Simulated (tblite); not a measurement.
Run record: tight-binding relaxation, `CC(C)(SC(C)C)O[SiH3]`.

Computed with GFN2-xTB geometry optimisation, gas phase (tblite 0.8.0). Start geometry: from a force field or distance geometry. The command runs a driver script over a list of jobs; the input below is this job's line of settings and its coordinates in Å.

Command:
```bash
OMP_NUM_THREADS=1 python probes_run.py task.json out
```

Input:
```
{"job": {"kind": "relax", "xc": "GFN2-xTB", "basis": "xTB"}, "charge": 0, "multiplicity": 1}
C      2.825800    -0.899800    -0.128700
C      1.665200     0.107400     0.018900
C      2.206800     1.483600    -0.184300
S      0.201000    -0.303900    -0.912000
C     -1.201100    -0.544200     0.210100
C     -2.388700    -1.058300    -0.609900
C     -0.893500    -1.488500     1.298600
O     -1.509200     0.710000     0.782800
Si    -1.966800     1.889700    -0.358400
H      2.683400    -1.846500     0.364200
H      3.720200    -0.375100     0.285700
H      2.996400    -1.045400    -1.230200
H      1.460100     0.037200     1.156100
H      2.907800     1.681800     0.676100
H      2.697000     1.528700    -1.154600
H      1.389800     2.254700    -0.137600
H     -2.257100    -0.967700    -1.691700
H     -3.282300    -0.565500    -0.239300
H     -2.522700    -2.142000    -0.412400
H      0.148500    -1.409200     1.642800
H     -1.607000    -1.274800     2.157900
H     -1.028600    -2.533900     0.957200
H     -3.329500     2.325600     0.029700
H     -1.050900     3.025600    -0.231200
H     -1.875500     1.434700    -1.723400
```

Output:
```
step      E/eV     max force
  0    -818.52804    3.590
  1    -818.92555    1.102
  2    -819.01047    0.738
  3    -819.06705    0.555
  4    -819.12413    0.483
  5    -819.16167    0.367
  6    -819.18820    0.349
  7    -819.20638    0.300
  8    -819.22253    0.318
  9    -819.23705    0.243
... (158 lines left out)
168    -819.62640    0.020
169    -819.62649    0.018
170    -819.62656    0.022
171    -819.62663    0.018
172    -819.62668    0.013
173    -819.62671    0.012
174    -819.62675    0.012
175    -819.62678    0.013
176    -819.62680    0.010
177    -819.62681    0.008
```

«max force» is the largest atomic force in eV/Å.

From which step on does the largest force stay under 0.1 eV/Å, and how much energy is left to gain from there?

From step 81 (0.092 eV/Å), 35.4 meV above the end.

Main results: energy lowered by 25.3 kcal/mol over 177 steps; largest atomic force 0.008 eV/Å at the end.

Where do the atoms end?

0.665 Å rms from the input after alignment:
```
atom  x, y, z in Å
C1     2.6794   -0.8184    0.3096
C2     1.6057    0.1861   -0.0767
C3     2.1749    1.3369   -0.8908
S4     0.2810   -0.6452   -1.0518
C5    -1.1369   -0.6220    0.1545
C6    -2.3589   -1.0636   -0.6395
C7    -0.8471   -1.5873    1.2991
O8    -1.2675    0.6506    0.6735
Si9   -1.8297    2.0391    0.0490
H10    2.2534   -1.6589    0.8524
H11    3.4275   -0.3396    0.9397
H12    3.1681   -1.2008   -0.5837
H13    1.0991    0.5765    0.8083
H14    2.9426    1.8534   -0.3170
H15    2.6183    0.9634   -1.8115
H16    1.3924    2.0478   -1.1453
H17   -2.5127   -0.3952   -1.4830
H18   -3.2371   -1.0353    0.0024
H19   -2.2128   -2.0733   -1.0130
H20    0.0100   -1.2469    1.8751
H21   -1.7087   -1.6292    1.9631
H22   -0.6456   -2.5799    0.9058
H23   -3.2858    1.9861   -0.0941
H24   -1.3763    2.9393    1.0987
H25   -1.2442    2.3407   -1.2583
```

The run took 2.0 s of wall time on Arm Neoverse V1, one thread, shared host with 32 logical CPUs at a one-minute load of 7.8.
Labels such as C1 count atoms from 1, the log's own numbers from 0.
